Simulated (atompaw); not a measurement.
**PBE PAW (atompaw) dataset for cerium (Ce), scalar-relativistic all-electron reference.**

Ce, PAW, made with atompaw 4.2.0.5 (PBE, scalar-relativistic). Core [Kr] 4d10, reference 4f1 5s2 5p6 5d1 6s2 6p0. Waves: 5s (bound): rc 2.60 bohr; 6s (bound): rc 3.00 bohr; 5p (bound): rc 2.20 bohr; 6p (bound, empty): rc 3.00 bohr; 5d (bound): rc 3.00 bohr; 5d channel at 0.1 Ry: rc 3.00 bohr; 4f (bound): rc 1.70 bohr; 4f channel at -0.05 Ry: rc 1.70 bohr. Local part: bessel scheme, radius 3.00 bohr. Core correction: smooth core density matched at 2.50 bohr. Augmentation charge: gaussian compensation charge, radius 3.00 bohr; PAW radius 3.00 bohr; waves and projectors: custom rrkj gramschmidtortho.

- Cutoffs needed: 40 Ry and 60 Ry (the cutoffs (Ry, on a coarse ladder) from which the occupation-weighted sum of valence levels, in a spherical-Bessel basis at the reference potential, stays within 10 and 1 mRy of its value at 400 Ry)
- Ghost test: no extra level below or beside the all-electron valence levels (s, p, d, f tested) (spherical-Bessel basis up to 400 Ry, 20 bohr box)
- Lowest eigenvalue of the overlap operator: 0.06 (p channel)
- Overlap eigenvalues printed by atompaw (projector basis): 0.0815, 0.114, 0.504, 0.855, 4.83, 6.42, 7.65, 16.3
- Share of each valence orbital outside the PAW sphere: 5s 1 %, 6s 83 %, 5p 4 %, 6p 95 %, 5d 40 %, 4f 2 %
